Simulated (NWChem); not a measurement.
System: C$_{3}$H$_{6}$Se; SMILES C(C=C)[SeH]

```xyz
10

C      0.4055     2.7582    -0.2140
C     -0.0641     1.7071     0.4624
C     -0.8307     0.5889    -0.1487
Se     0.0925    -1.1429     0.0118
H      0.2422     2.8654    -1.2915
H      0.9680     3.5512     0.2852
H      0.1265     1.6262     1.5393
H     -1.7793     0.4128     0.3829
H     -1.0621     0.7751    -1.2067
H      1.2963    -0.6980    -0.7073
```
Atoms are numbered in this order, from 1.

Results from NWChem. Medium grid unless said otherwise, to which SCAN and Minnesota functionals are sensitive. Coordinates come from a PBE0/def2-SVP optimisation. Total energies of different functionals are on different scales.

| level | energy (Ha) | highest occupied level (eV) | orbital gap (eV) | dipole (D) |
|---|---|---|---|---|
| PBE/def2-SVP | -2518.5461 | -5.23 | 4.10 | 1.05 |
| B3LYP/def2-SVP | -2519.1112 | -6.15 | 5.83 | 1.07 |
| LDA (Slater exchange, VWN5)/def2-SVP | -2514.5438 | -5.33 | 4.02 | 1.08 |
| PBE0/def2-SVP | -2518.6433 | -6.43 | 6.28 | 1.16 |
| r2SCAN/def2-SVP | -2518.9900 | -5.54 | 4.54 | 1.18 |
| PW6B95/def2-SVP | -2520.3091 | -6.48 | 6.43 | 1.09 |
